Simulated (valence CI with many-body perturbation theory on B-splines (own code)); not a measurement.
## Se XIII: what the settings do

Calculated by relativistic CI+MBPT: four valence electrons over a frozen Dirac-Fock core [Ar], radial functions for each j: 6 s, 6 p, 5 d, 5 f, 1 g, with the one-electron correlation potential Σ1, the two-electron term Σ2, the three-electron term Σ3, Breit, model QED; selected CI, second order for the rest, scaled by the run's own slope (own B-spline code, finite nucleus).

No measured levels were compared; by estimate terms of the open shell hold to 2 to 4 % of their energy, and close levels can change places. Only levels of the ground parity were solved; by the run's estimate the other parity begins above the list, which can be wrong where configurations are misplaced.

The reference run has the lowest level 3d4 5D_0 and an ionisation energy of 382.781 eV. Its largest variational space holds 7525 state functions.

Names give the largest LS component (configuration and term), which can be under half, so a name can repeat, a term be missing and a line seem to break the LS rules; names also repeat where a configuration has a term twice.

Changed runs:
A. scale of Σ1 1 → 0; scale of Σ2 1 → 0; three-electron term on → off
B. QED terms on → off
C. highest l in the core sums 6 → 3; selection threshold (hartree) 2e-08 → 1e-06
D. factor on the speed of light 1 → 0.9 (bad on purpose)

Excitation energies of the reference run in cm⁻¹, and shifts in cm⁻¹:

```tsv
Level	Reference	A	B	C	D
3d4 5D_1	1455	-144	-7.8	+13	+575
3d4 5D_2	3789	-316	-18	+23	+1270
3d4 5D_3	6613	-485	-29	+28	+1925
3d4 5D_4	9705	-636	-39	+26	+2494
3d4 3P_0	45695	+1443	+8.3	-671	-528
3d4 3H_4	49318	+1139	-6.2	+296	+196
3d4 3H_5	52770	+660	-25	+393	+1427
3d4 3P_1	53094	+750	-20	-641	+1313
3d4 3H_6	55202	+414	-35	+437	+1962
3d4 3F_3	56104	+1750	-16	-142	+906
3d4 3F_2	57026	+1372	-22	-281	+1328
3d4 3F_4	58365	+1277	-33	-84	+2103
Ionisation energy (eV)	382.781	-7.955	-0.014	+0.710	-0.337
```
